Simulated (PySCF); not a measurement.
A structure optimised at B3LYP-D3(BJ)/def2-SVP, used in a PySCF frequency run:

```
C
H 1 1.0980
H 1 1.0980 2 110.74
H 1 1.1003 2 109.45 3 -120.75
Te 1 2.1851 2 110.03 4 -117.39
N 5 2.0632 1 100.42 2 -61.14
H 6 1.0205 5 110.58 1 59.98
H 6 1.0205 7 108.30 5 121.32
```
Charge 0, spin multiplicity 1.

Task: Write its SMILES, formula and point group.

Result: C[Te]N, CH5NTe, Cs

Task: What are its rotational constants (standard atomic weights)?

Result: 9.1982, 5.6578, 3.6564 GHz
